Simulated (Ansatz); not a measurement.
Ideal-gas functions of ClCrH2NO2, SMILES `[NH2][Cr](=[O])(=[O])[Cl]` at 298.15 K and 1 bar, from an Ansatz frequency run at PBE0-D4/def2-TZVP.

Molar mass 135.47 g/mol, point group Cs (symmetry number 1), electronic degeneracy 1, moments of inertia 116.98, 213.25, 222.023 u Å². Harmonic wavenumbers (cm⁻¹, unscaled): 196, 219, 272, 290, 376, 429, 453, 521, 703, 789, 1123, 1137, 1518, 3567, 3688.

Use S(trans) = R[1.5 ln M + 2.5 ln T − 1.1517]; rotational temperatures θ = 24.2544 K / I; S(rot) = R[ln(√π/σ · √(T³/θAθBθC)) + 1.5]; for each mode x = 1.438777 ν̃/T, S = R[x/(eˣ − 1) − ln(1 − e⁻ˣ)] and H = RT x/(eˣ − 1); 1 cm⁻¹ = 0.0119627 kJ/mol; R = 8.31446 J/(mol·K).

Q: By hand: the entropy, in J/(mol·K).

A: Translation 170.1. Rotation: θ = 0.2073, 0.1137, 0.1092 K, giving 113.1. Vibration, mode by mode: 9.08, 8.23, 6.63, 6.17, 4.42, 3.61, 3.29, 2.54, 1.27, 0.91, 0.24, 0.22, 0.05, 0.00, 0.00, in all 46.6. Electronic 0.0. Sum 329.8 J/(mol·K).

Q: By hand: H − E and G − E in kJ/mol, counted from the electronic energy.

A: Zero-point energy ½ × 15281 × 0.0119627 = 91.4; thermal vibration 8.7; translation, rotation and pV give 4 RT = 9.9. H − E = 110.0 kJ/mol, and G − E = 110.0 − 298.15 × 329.8/1000 = 11.7 kJ/mol.

Vibration gives 14 % of the entropy. The sum counts one conformer and one mirror image; others add a mixing term.
